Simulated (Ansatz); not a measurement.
Relative stability

Two relaxed structures of AlH₄SeO (charge +1), singlet (PBE0-D4/def2-TZVP; forces vanish, vibrations not checked).

A:

O1  (-0.240, -0.397, -0.004)
Se2  (-0.196, 0.057, -1.645)
Al3  (0.435, 0.382, 1.459)
H4  (-1.628, -0.176, -1.975)
H5  (0.175, -1.261, -2.227)
H6  (0.106, -0.459, 2.728)
H7  (1.181, 1.708, 1.081)
(Å)

B:

```xyz
7
angstrom
O -0.3229 -0.1812 -1.5258
Se -0.6559 -1.1253 0.1708
Al 0.4854 0.4345 1.5957
H -1.1490 0.0939 -1.9585
H 0.1981 -0.7186 -2.1462
H 0.3367 -0.1470 3.0431
H 1.1076 1.6437 0.8210
```

Ansatz 0.2.0; basis: def2-TZVPP; cores frozen in the correlated methods. Filled d shells of the heavier atoms are correlated. The def2 sets are not built for correlating such inner shells, so the correlated values are less sure here. B3LYP uses VWN-RPA correlation.

(1) Which structure is lower at CCSD(T), and by how much? (To be estimated.)

(2) Do the other methods give the same order? (A judgement: the text doesn't fix the answer.)

T1 diagnostic: at most 0.012.

Answers

(1) Computed: A, by 0.193 eV (electronic energy, against the other). By their contacts, A is AlH₄SeO ([AlH2][O][SeH2]), total charge +1 and B is AlH₄SeO ([OH2][Se][AlH2]), total charge +1.

(2) The calculation gives: Not all: HF gives the other order.

```tsv
method	E(B) − E(A) (eV)
PBE-D4	0.100
r2SCAN-D4	0.213
PBE0-D4	0.074
B3LYP-D4	0.121
wB97M-V	0.026
HF	-0.001
MP2	0.264
CCSD	0.165
CCSD(T)	0.193
```

Labels in which every atom is bracketed show which atoms are joined, not bond orders.

For scale, one of the runs: CCSD(T)/def2-TZVPP, 177 basis functions, launched by `ansatz run in.yaml --threads 2 --pin off --events-out ev --progress --plain --max-ram 4352MiB`. The run took 37 s on 2 CPU threads of an Intel Xeon Platinum 8488C (shared host), with 1.6 GiB of host memory at its peak.
